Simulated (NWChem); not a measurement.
System: BeHOF; SMILES [F][Be][OH]

Here is an NWChem input.

```
start job
memory heap 200 mb stack 900 mb global 1100 mb
geometry units angstroms noautoz
  Be    -0.000405     0.000392     0.010705
  F      0.015632    -0.015260     1.409131
  O     -0.065728     0.064182    -1.396373
  H      0.311163    -0.303842    -2.200719
end
basis spherical
  Be library def2-svp
  F library def2-svp
  O library def2-svp
  H library def2-svp
end
dft
  xc slater pw91lda
  iterations 150
  mulliken
end
task dft energy
```

NWChem printed, in part:

```
             Northwest Computational Chemistry Package (NWChem) 7.3.0
             --------------------------------------------------------

 CS  symmetry detected

                             Geometry "geometry" -> ""
                             -------------------------

 Output coordinates in angstroms (scale by  1.889725989 to convert to a.u.)

  No.       Tag          Charge          X              Y              Z
 ---- ---------------- ---------- -------------- -------------- --------------
    1 Be                   4.0000     0.00330776    -0.04018824     0.00000000
    2 F                    9.0000    -0.00674951    -1.43875762     0.00000000
    3 O                    8.0000    -0.05530954     1.36862997     0.00000000
    4 H                    1.0000     0.48999085     2.16053178     0.00000000

 Effective nuclear repulsion energy (a.u.)      45.8528361613

      Symmetry information
      --------------------

 Group name             Cs
 Group number              2
 Group order               2
 No. of unique centers     4

                                 NWChem DFT Module
                                 -----------------

 Summary of "ao basis" -> "ao basis" (spherical)
 ------------------------------------------------------------------------------
       Tag                 Description            Shells   Functions and Types
 ---------------- ------------------------------  ------  ---------------------
 Be                         def2-svp                 5        9   3s2p
 F                          def2-svp                 6       14   3s2p1d
 O                          def2-svp                 6       14   3s2p1d
 H                          def2-svp                 3        5   2s1p

      Symmetry analysis of basis
      --------------------------

        a'         31
        a"         11

            General Information
            -------------------
          SCF calculation type: DFT
          Wavefunction type:  closed shell.
          No. of atoms     :     4
          No. of electrons :    22
           Alpha electrons :    11
            Beta electrons :    11
          Charge           :     0
          Spin multiplicity:     1
          Use of symmetry is: on ; symmetry adaption is: on
          Maximum number of iterations: 150
          AO basis - number of functions:    42
                     number of shells:    20
          Convergence on energy requested:  1.00D-06
          Convergence on density requested:  1.00D-05
          Convergence on gradient requested:  5.00D-04

              XC Information
              --------------
                        Slater Exchange Functional  1.000 local
            Perdew 1991 LDA Correlation Functional  1.000 local

             Grid Information
             ----------------
          Grid used for XC integration:  medium
          Radial quadrature: Mura-Knowles
          Angular quadrature: Lebedev.
          Tag              B.-S. Rad. Rad. Pts. Rad. Cut. Ang. Pts.
          ---              ---------- --------- --------- ---------
          Be                  1.05       49           8.0       434
          F                   0.50       49          10.0       434
          O                   0.60       49           7.0       434
          H                   0.35       45          10.0       434
          Grid pruning is: on
          Number of quadrature shells:   192
          Spatial weights used:  Erf1

      Superposition of Atomic Density Guess
      -------------------------------------

 Sum of atomic energies:        -189.03667111

      Non-variational initial energy
      ------------------------------

 Total energy =    -189.411463
 1-e energy   =    -351.616663
 2-e energy   =     116.352365
 HOMO         =      -0.524068
 LUMO         =      -0.060242

      Symmetry analysis of molecular orbitals - initial
      -------------------------------------------------

  Numbering of irreducible representations:

     1 a'          2 a"

  Orbital symmetries:

     1 a'          2 a'          3 a'          4 a'          5 a'
     6 a'          7 a'          8 a"          9 a'         10 a'
    11 a"         12 a'         13 a'         14 a"         15 a'
    16 a'         17 a'         18 a"         19 a'         20 a'
    21 a'

     ---------------------------------------------
      Total Density - Mulliken Population Analysis
     ---------------------------------------------

    Atom       Charge   Shell Charges
 -----------   ------   -------------------------------------------------------
    1 Be   4     2.84   1.99  0.24  0.03  0.53  0.05
    2 F    9     9.66   1.99  1.15  0.78  3.57  2.17  0.00
    3 O    8     8.88   1.99  1.09  0.61  3.19  1.99  0.00
    4 H    1     0.62   0.51  0.06  0.06

   convergence    iter        energy       DeltaE   RMS-Dens  Diis-err
 ---------------- ----- ----------------- --------- --------- ---------
 d= 0,ls=0.0,diis     1   -188.8876347065 -2.35D+02  3.77D-02  1.19D+00
 d= 0,ls=0.0,diis     2   -188.5821023929  3.06D-01  2.36D-02  4.62D+00
 d= 0,ls=0.0,diis     3   -189.0031570036 -4.21D-01  2.18D-03  2.92D-02
 d= 0,ls=0.0,diis     4   -189.0057407040 -2.58D-03  8.96D-04  2.15D-03
 d= 0,ls=0.0,diis     5   -189.0058094856 -6.88D-05  3.92D-04  1.65D-03
  Resetting Diis
 d= 0,ls=0.0,diis     6   -189.0059564144 -1.47D-04  2.73D-05  2.63D-06
 d= 0,ls=0.0,diis     7   -189.0059566127 -1.98D-07  2.02D-05  3.42D-07
 d= 0,ls=0.0,diis     8   -189.0059565403  7.24D-08  1.18D-05  1.17D-06
 d= 0,ls=0.0,diis     9   -189.0059566463 -1.06D-07  1.72D-06  1.39D-08

         Total DFT energy =     -189.005956646277
      One electron energy =     -354.510769924426
           Coulomb energy =      140.607335175046
    Exchange-Corr. energy =      -20.955358058173
 Nuclear repulsion energy =       45.852836161276

 Numeric. integr. density =       22.000002099807

                  Occupations of the irreducible representations
                  ----------------------------------------------

                     irrep           alpha         beta
                     --------     --------     --------
                     a'                9.0          9.0
                     a"                2.0          2.0

                       DFT Final Molecular Orbital Analysis
                       ------------------------------------

 Vector    9  Occ=2.000000D+00  E=-3.458412D-01  Symmetry=a"
              MO Center= -7.4D-03, -1.2D+00,  3.4D-15, r^2= 1.0D+00
   Bfn.  Coefficient  Atom+Function         Bfn.  Coefficient  Atom+Function
  ----- ------------  ---------------      ----- ------------  ---------------
    15      0.612748  2 F  pz                18     -0.417770  2 F  pz
     6      0.186356  1 Be pz                29     -0.130995  3 O  pz
     9     -0.068341  1 Be pz                32     -0.062142  3 O  pz

 Vector   10  Occ=2.000000D+00  E=-2.914186D-01  Symmetry=a'
              MO Center= -8.4D-02,  1.1D+00,  1.9D-16, r^2= 1.3D+00
   Bfn.  Coefficient  Atom+Function         Bfn.  Coefficient  Atom+Function
  ----- ------------  ---------------      ----- ------------  ---------------
    27      0.531487  3 O  px                30      0.398915  3 O  px
    28     -0.234045  3 O  py                13      0.192872  2 F  px
    16     -0.156126  2 F  px                31     -0.150397  3 O  py
    26     -0.148384  3 O  s                  5     -0.110286  1 Be py
     4     -0.098592  1 Be px                 2      0.093566  1 Be s

 Vector   11  Occ=2.000000D+00  E=-2.825520D-01  Symmetry=a"
              MO Center= -3.9D-02,  1.1D+00,  2.8D-16, r^2= 1.3D+00
   Bfn.  Coefficient  Atom+Function         Bfn.  Coefficient  Atom+Function
  ----- ------------  ---------------      ----- ------------  ---------------
    29      0.587599  3 O  pz                32      0.449157  3 O  pz
    15      0.194904  2 F  pz                18     -0.160683  2 F  pz
     6     -0.120780  1 Be pz                 9      0.051614  1 Be pz
    42      0.026114  4 H  pz

 Vector   12  Occ=0.000000D+00  E=-3.367843D-02  Symmetry=a'
              MO Center=  2.4D-01,  2.8D-01,  2.0D-14, r^2= 5.1D+00
   Bfn.  Coefficient  Atom+Function         Bfn.  Coefficient  Atom+Function
  ----- ------------  ---------------      ----- ------------  ---------------
     3      1.004621  1 Be s                 26     -0.495607  3 O  s
    12     -0.266811  2 F  s                 39      0.190946  4 H  s
    25     -0.177802  3 O  s                  2      0.176908  1 Be s
    14      0.115845  2 F  py                 1     -0.112437  1 Be s
    11     -0.109859  2 F  s                 17     -0.100609  2 F  py

 Vector   13  Occ=0.000000D+00  E= 2.062213D-02  Symmetry=a'
              MO Center=  1.7D-02,  5.0D-02, -1.8D-16, r^2= 3.7D+00
   Bfn.  Coefficient  Atom+Function         Bfn.  Coefficient  Atom+Function
  ----- ------------  ---------------      ----- ------------  ---------------
     7      0.641753  1 Be px                 4     -0.525269  1 Be px
    39     -0.352367  4 H  s                 26      0.261765  3 O  s
    13      0.237222  2 F  px                16     -0.215388  2 F  px
    27     -0.185651  3 O  px                38     -0.163130  4 H  s
    30     -0.160341  3 O  px                31      0.130341  3 O  py

 Vector   14  Occ=0.000000D+00  E= 2.940567D-02  Symmetry=a"
              MO Center=  4.4D-03, -3.3D-02, -1.7D-14, r^2= 3.8D+00
   Bfn.  Coefficient  Atom+Function         Bfn.  Coefficient  Atom+Function
  ----- ------------  ---------------      ----- ------------  ---------------
     9      0.694681  1 Be pz                 6     -0.485311  1 Be pz
    32     -0.270888  3 O  pz                29     -0.264885  3 O  pz
    15      0.235396  2 F  pz                18     -0.210998  2 F  pz

     ---------------------------------------------
      Total Density - Mulliken Population Analysis
     ---------------------------------------------

[...]
```

Level: LDA (Slater exchange, PW92)/def2-SVP. Coordinates come from a PBE-D3(BJ)/def2-SVP optimisation.
